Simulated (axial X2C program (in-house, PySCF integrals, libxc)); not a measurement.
# CsP⁻: from the spin-free to the two-component result

Computed with an in-house all-electron X2C program for linear molecules (integrals from PySCF). Spin-free means the one-electron spin-free X2C Hamiltonian; two-component (2c) means X2C with spin–orbit coupling and atomic mean-field two-electron Coulomb and Gaunt terms, so the difference of the two also holds small scalar two-electron terms. Basis: Cs dyall-acv3z [16s16p10d4f1g], P dyall-av3z [9s8p3d2f] (cores contracted in-house); Gaussian nuclei, density fitting, unrestricted open shells. Masses: Cs 132.905 u, P 30.974 u.

Spin-free state: M_S = 3/2, Λ = 0 (beyond evenly filled blocks: σα, π+α, π-α); fragments Cs + P- for PBE0, MP2, CCSD, CCSD(T); Cs- + P for HF.

| level | Re (Å) | ωe (cm⁻¹) | De (eV) | μ (D) |
| --- | --- | --- | --- | --- |
| PBE0 | 3.443 | 130.1 | 1.177 | 1.05 |
| HF | 3.585 | 122.9 | n/a | 1.80 |
| MP2 | 3.487 | 128.6 | 1.073 | n/a |
| CCSD | 3.513 | 126.2 | 1.090 | n/a |
| CCSD(T) | 3.507 | 126.4 | 1.046 | n/a |

Correlated methods: 15 electrons correlated (number of frozen shells: Cs 4 s, 3 p, 2 d; P 2 s, 1 p), 315 virtual spin orbitals or spinors in MP2, 90 natural virtuals in coupled cluster.

Dipoles are positive if P is the positive end and refer to the centre of mass.

Two-component determinant lowest at the distance of the search:

Ω = 3/2 (⟨Sz⟩ = 1.50, ⟨Lz⟩ = 0.00 at HF); fragments Cs + P- for PBE0, MP2, CCSD, CCSD(T); Cs- + P for HF.

```
  level  Re (Å)  ωe (cm⁻¹)  De (eV)  μ (D)
   PBE0   3.442      130.2    1.178   1.05
     HF   3.584      122.9      n/a   1.80
    MP2   3.486      128.6    1.065    n/a
   CCSD   3.513      126.3    1.090    n/a
CCSD(T)   3.506      126.5    1.039    n/a
```

Problem. From the two tables, how do the constants change at the CCSD(T) level (2c against spin-free)?

Solution. At the CCSD(T) level Re decreases by 0.001 Å and ωe stays the same within 0.2 cm⁻¹; De changes by -0.007 eV.

Occupations by symmetry block were frozen at the best pattern of an incomplete PBE0 search. Dissociation energies refer to the lowest single-determinant-based atoms at the same level and basis. De is not given where an atomic determinant may have missed its ground term or J level, or where the truncated virtual space spoils (T). Density functionals use the spin component along the axis (collinear). CCSD and (T) use frozen natural virtuals with an MP2 correction for the truncation; (T) itself is uncorrected, so its De runs slightly low. The 2c atoms are single determinants rather than J levels; their spin–orbit lowering is only partly caught, and De is too large by that part. This holds for PBE0, CCSD. PBE0 can misorder states that lie within some tenths of an eV, so this need not be the ground state of the molecule. The nearest other spin-free determinant of the search, M_S = 1/2, Λ = 0, lies 0.015 eV up at the distance of the search. The functionals have no current-density term, which raises determinants with orbital currents, atoms included. With several unpaired electrons one determinant need not be a pure state. A state of lower Ω lies just above, and one determinant can place such states too high, so the state shown need not be the lowest. The search has Ω = 1/2 only 0.01 eV up. The highest occupied level of some functionals is positive through self-interaction error; at Hartree–Fock it is bound. This is the top spin component of a Σ state; components of lower Ω are not single determinants and can lie lower.
